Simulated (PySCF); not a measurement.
C3H7NSi, SMILES CC1=NC[SiH2]1. Atoms are numbered in the order given.

```xyz
12

C     -0.2326     2.1863     0.0000
C      0.0363     0.7258     0.0000
N      1.2217     0.2187     0.0000
C      1.0147    -1.2480     0.0000
Si    -0.8670    -0.9383     0.0000
H      0.7154     2.7441     0.0000
H     -0.8235     2.4733    -0.8846
H     -0.8235     2.4733     0.8846
H      1.4682    -1.7172     0.8881
H      1.4682    -1.7172    -0.8881
H     -1.6641    -1.3174     1.2100
H     -1.6641    -1.3174    -1.2100
```
Charge 0, spin multiplicity 1.

Geometry: PBE0-D3(BJ)/def2-SVP. The structure was generated by enumeration, and PubChem lists no compound with its InChIKey, so it may never have been made.

Two levels are set side by side: PBE/pcSseg-1 (PySCF) and PBE0/pcSseg-1 (PySCF). GIAO shifts against NH3 (¹⁵N), TMS (²⁹Si), TMS (¹H), TMS (¹³C) at the same level; non-relativistic, no solvent, atoms listed together averaged. Differences are taken from unrounded values.

| quantity | PBE0 | PBE | PBE minus PBE0 |
|---|---|---|---|
| δ(¹³C) of C1 (ppm) | 29.7 | 30.6 | 0.9 |
| δ(¹³C) of C2 (ppm) | 201.4 | 195.9 | -5.6 |
| δ(¹⁵N) of N3 (ppm) | 506.3 | 499.3 | -6.9 |
| δ(¹³C) of C4 (ppm) | 42.8 | 42.7 | -0.2 |
| δ(²⁹Si) of Si5 (ppm) | -14.3 | -14.6 | -0.3 |
| δ(¹H) of H9, H10 (ppm) | 3.74 | 3.74 | 0.00 |
| δ(¹H) of H11, H12 (ppm) | 6.19 | 6.65 | 0.46 |

Rough cost on one machine, each run with all the roots and properties that it gave: PBE0 against PBE within a factor of 2.
